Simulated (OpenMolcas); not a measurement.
# Rh4+ in a point-charge field

Rh4+ among 6 point charges of -1.5 e arranged as a tetragonal octahedron (D4h), 2.18 Å from the ion, with the axial distance 2.551 Å.
```
   2.1800    0.0000    0.0000  -1.50
   0.0000    2.1800    0.0000  -1.50
  -2.1800    0.0000    0.0000  -1.50
   0.0000   -2.1800    0.0000  -1.50
   0.0000    0.0000    2.5506  -1.50
   0.0000    0.0000   -2.5506  -1.50
```

* Program: OpenMolcas 26.06
* Method: CASSCF
* Basis: ANO-RCC-VDZP [6s5p3d1f]
* Scalar Hamiltonian: DKH2, point nucleus
* Active space: 5 electrons in 5 orbitals (4d)
* State averaging: 2S+1 = 6 even, 1 root; 2S+1 = 4 even, 24 roots; 2S+1 = 2 even, 75 roots
* Spin-orbit coupling: RASSI with atomic mean-field integrals over the reference wave functions

The lowest spin-free states (labels of D4, the rotations of D4h), above the lowest:

```
State  Degeneracy  E (cm-1)  Free-ion L (%)
  6A1           1       0.0         S (100)
   4E           2     28888          G (85)
  4A2           1     28896          G (82)
   4E           2     29949          G (96)
  4B1           1     29954          G (98)
  4B2           1     30273         G (100)
  4A1           1     30351         G (100)
  4A1           1     30424         G (100)
   4E           2     34707          P (43)
  4B1           1     36699          D (95)
  4A2           1     36914          P (82)
  4B2           1     37283         D (100)
  4A1           1     37376         D (100)
   4E           2     38029          D (49)
  2B2           1     41499          I (79)
   2E           2     41907          I (85)
  2A2           1     42494          I (90)
  2B1           1     42539          I (90)
   2E           2     42786          I (92)
  2B2           1     42828          I (91)
```

The lowest levels with spin-orbit coupling:

```json
{"E (cm-1)": "0.0", "Degeneracy": "2", "Label": "E1/2", "2S+1": "6", "g": "2.00 5.99 5.99"}
{"E (cm-1)": "2.2", "Degeneracy": "2", "Label": "E3/2", "2S+1": "6", "g": "0.17 0.17 5.99"}
{"E (cm-1)": "6.8", "Degeneracy": "2", "Label": "E3/2", "2S+1": "6", "g": "0.17 0.17 9.98"}
{"E (cm-1)": "28291", "Degeneracy": "2", "Label": "E3/2", "2S+1": "4", "g": "0.69 3.44 3.44"}
{"E (cm-1)": "28369", "Degeneracy": "2", "Label": "E1/2", "2S+1": "4", "g": "3.84 3.93 3.93"}
{"E (cm-1)": "28701", "Degeneracy": "2", "Label": "E1/2", "2S+1": "4", "g": "0.83 2.34 2.34"}
{"E (cm-1)": "28709", "Degeneracy": "2", "Label": "E3/2", "2S+1": "4", "g": "1.97 2.25 2.25"}
{"E (cm-1)": "28952", "Degeneracy": "2", "Label": "E3/2", "2S+1": "4", "g": "0.60 0.82 0.82"}
{"E (cm-1)": "29260", "Degeneracy": "2", "Label": "E1/2", "2S+1": "4", "g": "0.74 2.48 2.48"}
{"E (cm-1)": "29609", "Degeneracy": "2", "Label": "E1/2", "2S+1": "4", "g": "0.09 0.09 1.77"}
{"E (cm-1)": "29611", "Degeneracy": "2", "Label": "E3/2", "2S+1": "4", "g": "0.04 0.04 0.74"}
{"E (cm-1)": "29827", "Degeneracy": "2", "Label": "E3/2", "2S+1": "4", "g": "0.73 0.73 5.25"}
{"E (cm-1)": "30027", "Degeneracy": "2", "Label": "E1/2", "2S+1": "4", "g": "0.45 4.08 4.08"}
{"E (cm-1)": "30040", "Degeneracy": "2", "Label": "E3/2", "2S+1": "4", "g": "1.11 3.97 3.97"}
{"E (cm-1)": "30116", "Degeneracy": "2", "Label": "E1/2", "2S+1": "4", "g": "2.12 2.12 3.65"}
{"E (cm-1)": "30244", "Degeneracy": "2", "Label": "E3/2", "2S+1": "4", "g": "0.09 3.95 3.95"}
{"E (cm-1)": "30303", "Degeneracy": "2", "Label": "E1/2", "2S+1": "4", "g": "1.51 3.09 3.09"}
{"E (cm-1)": "30336", "Degeneracy": "2", "Label": "E3/2", "2S+1": "4", "g": "0.91 0.91 4.18"}
{"E (cm-1)": "30418", "Degeneracy": "2", "Label": "E1/2", "2S+1": "4", "g": "0.58 0.58 8.64"}
{"E (cm-1)": "30439", "Degeneracy": "2", "Label": "E3/2", "2S+1": "4", "g": "0.28 0.28 5.48"}
```

Powder χT (cm3 K/mol): 3.94 at 2 K, 4.33 at 10 K, 4.37 at 50 K, 4.37 at 100 K, 4.37 at 200 K, 4.37 at 300 K. The effective moment at 300 K is 2.828 √(χT) = 5.91 μB.

The lowest level has 2S+1 = 6, for which the spin-only value is χT = S(S+1) / 2 = 4.375 cm3 K/mol (g = 2). The computed 4.367 at 300 K differs by -0.008, through a little spin-orbit mixing out of the ground term, against the free-electron g of 2.0023, which raises it.

Without dynamic correlation the repulsion within the d shell is too large (B by tens of per cent), so at a given field states of lower spin stand too high. Point charges give a weaker field than real ligands, and real ions of this kind are as a rule low spin; the high spin found here belongs to the model. Point charges carry no covalency, so the field is a model and not that of real ligands. No measured value stands beside these numbers.
